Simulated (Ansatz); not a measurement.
`O[Si](S)(S)Cl` + H₂ → `O[SiH](S)S` + HCl  (hydrogenolysis of the Si–Cl bond)

Computed with Ansatz on PBE0-D4/def2-TZVP structures; ΔE is electronic, products minus reactants. CCSD(T)/CBS adds triple-zeta CCSD(T) − MP2 to the extrapolated MP2 energy (def2 sets, frozen cores). This one scheme is used for every species. DFT in def2-TZVPP. HSE06 is defined as in plane-wave codes. Each species was taken in one conformer, which may not be the lowest.

CCSD(T)/CBS gives +85.8 kJ/mol.

**Question.** Another level gave +74.7 kJ/mol. Which?
A. BHLYP/def2-TZVPP
B. HF/def2-TZVPP
C. B2PLYP/def2-TZVPP
D. HSE06-D4/def2-TZVPP

**Answer.** A. BHLYP 74.7, HSE06-D4 86.2, B2PLYP 81.1, HF/def2-TZVPP 67.6 kJ/mol.

**Question.** What do rigid-rotor, harmonic-oscillator terms from PBE0-D4/def2-TZVP frequencies (298.15 K, 1 bar) make of the CCSD(T)/CBS value? (Best estimate.)

**Answer.** The calculation gave: ΔZPE = +8.8 kJ/mol, ΔH = +91.4 kJ/mol, ΔS = 25 J/(mol·K), ΔG = +83.9 kJ/mol.

Largest T1 diagnostic among the species: 0.012.

Leaving LDA and LC-ωPBE aside and taking each functional with its dispersion term where it has one, the values, not all of them listed here, spread over 12.0 kJ/mol, from B2PLYP to revPBE-D4. LDA lies +4.1 kJ/mol from PBE without D4. The D4 term adds +12.2 kJ/mol with B3LYP and +6.5 kJ/mol with PBE0; it sums over pairs of atoms, weighted by their polarisabilities, and B3LYP, whose exchange is more repulsive, gets the larger term.

B3LYP here is the variant with VWN-RPA as its local correlation; programs differ in this.
